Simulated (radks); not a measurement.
Values are calculated unless marked as measured or tabulated.
Polarisability of the argon ion Ar2+, [Ne] 3s2 3p4, at imaginary frequency. Code: a radial shooting solver on a logarithmic mesh with Libxc functionals. Model: scalar-relativistic Kohn-Sham, LDA (Slater exchange, VWN5 correlation), spin-unpolarised, spherical densities, finite nucleus; Fermi nuclear charge, rms radius 3.4274 fm. Response by self-consistent Sternheimer equations with the Hartree and adiabatic LDA kernel, the relativistic mass of each level held fixed and spin-orbit coupling left out.

w (hartree)  alpha1(iw) (bohr^3)
0.00266                    4.843
0.0143                     4.842
0.0360                     4.836
0.0697                     4.816
0.118                      4.766
0.186                      4.656
0.280                      4.441
0.413                      4.052
0.605                      3.429
0.892                      2.581
1.35                       1.658
2.12                      0.8858
3.59                      0.3895
6.94                      0.1377
17.5                     0.03235

Static values: alpha1 = 4.843 bohr^3 (0.7176 angstrom^3; uncoupled 7.832). C6 = 17.03, triple-dipole C9 = 60.74 atomic units. One-pole (London) frequency 4 C6 / (3 alpha1^2) = 0.968 hartree, against 1.305 for minus the highest occupied eigenvalue.
